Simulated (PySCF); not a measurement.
## Assignment exercise: C$_{5}$H$_{12}$Si$_{3}$

Structure with atom numbers: `[CH:1]#[C:2][CH:3]1[SiH2:4][CH2:5][SiH2:6][CH2:7][SiH2:8]1` (H(Xn): hydrogen on atom n). Ha(Si4), Ha(C5), Ha(Si6), Ha(C7), Ha(Si8) are cis to C2 on the ring; Hb(Si4), Hb(C5), Hb(Si6), Hb(C7), Hb(Si8) are trans to C2 on the ring.

[PySCF 2.14.0 with density-fitted response routines: structure optimised with GFN2-xTB; PBE0/pcSseg-1 with gauge-including orbitals; equivalent nuclei averaged; a single conformation; no solvent model; no relativistic terms]

Referencing at the same level of theory: $^{13}$C (σref 186.93) and $^{1}$H (σref 31.72) against TMS.

Task: Assign these signals to the numbered atoms. $^{13}$C{$^{1}$H} NMR (computed): δ 88.6 (C), 72.7 (CH), -1.7 (CH), -11.3 (CH2).

Result: 
| δ (ppm) | atoms | environment | reason |
| --- | --- | --- | --- |
| 88.6 | C2 | alkyne carbon | sp carbons lie upfield of alkene carbons because the cylindrical π system leaves one tensor component strongly shielded |
| 72.7 | C1 | terminal alkyne carbon | sp carbons lie upfield of alkene carbons because the cylindrical π system leaves one tensor component strongly shielded |
| -1.7 | C3 | propargylic sp3 CH bonded to 2 Si | an electropositive neighbour leaves it electron-rich and shielded |
| -11.3 | C5/C7 | sp3 CH2 bonded to 2 Si | an electropositive neighbour leaves it electron-rich and shielded |

Task: Assign these signals to the numbered atoms. $^{1}$H NMR (300 MHz, computed): δ 4.73 (m, 1H), 4.70 (m, 2H), 4.46 (m, 2H), 4.37 (m, 1H), 1.39 (m, 1H), 1.38 (m, 1H), 0.43 (m, 2H), -0.34 (m, 2H).

Result: 
| δ (ppm) | atoms | environment | reason |
| --- | --- | --- | --- |
| 4.73 | Ha(Si6) | hydrogen on a silicon bonded to 2 C, in a 6-membered ring | – |
| 4.70 | Ha(Si4)/Ha(Si8) | hydrogen on a silicon bonded to 2 C, in a 6-membered ring | – |
| 4.46 | Hb(Si4)/Hb(Si8) | hydrogen on a silicon bonded to 2 C, in a 6-membered ring | – |
| 4.37 | Hb(Si6) | hydrogen on a silicon bonded to 2 C, in a 6-membered ring | – |
| 1.39 | H(C3) | hydrogen on a propargylic sp3 CH bonded to 2 Si | – |
| 1.38 | H(C1) | hydrogen on a terminal alkyne carbon | it lies on the axis of the triple bond, in its shielding cone |
| 0.43 | Ha(C5)/Ha(C7) | hydrogen on an sp3 CH2 bonded to 2 Si | an electropositive neighbour shields it, as in TMS itself |
| -0.34 | Hb(C5)/Hb(C7) | hydrogen on an sp3 CH2 bonded to 2 Si | – |

Ha(Si6) and Ha(Si4)/Ha(Si8); Hb(Si4)/Hb(Si8) and Hb(Si6); H(C3) and H(C1) lie closer than the usual error of such a calculation, so a measured spectrum could show them in the other order.

Shifts are as computed. Against solution values, carbons near 30 ppm lie about +3 ppm off and those near 130 ppm about +5 ppm. Of 1309 compounds with measured shifts, 239 miss one by over three times the rms of a fit or turn the order of signals round; such compounds aren't used in these exercises. No couplings were computed; multiplicities are counted from neighbouring protons, with m where these are inequivalent, close in shift, in a saturated or five-membered ring or joined by F or P, and br s for small geminal =CH2 splittings.
